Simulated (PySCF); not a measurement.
Electron correlation in Sn⁺ (tin, charge +1)

[Kr] 4d10 5s2 5p1, 2P determinant. Calculation: PySCF 2.14, in x2c-TZVPPall; the spin-free X2C one-electron Hamiltonian (Gaussian nucleus). Frozen: [Kr] 4d10; 3 electrons correlated.

| level | correlation energy (mhartree) |
| --- | --- |
| CCSD | -43.05 |
| (T) | -0.62 |
| CCSD(T) | -43.67 |
| CCSDT | -43.87 |

Diagnostics: T1 = 0.0098, D1 = 0.0233, largest double amplitude 0.094.

Cost of the coupled-cluster step: of the order of 1.2 core-seconds, for 3 correlated electrons.
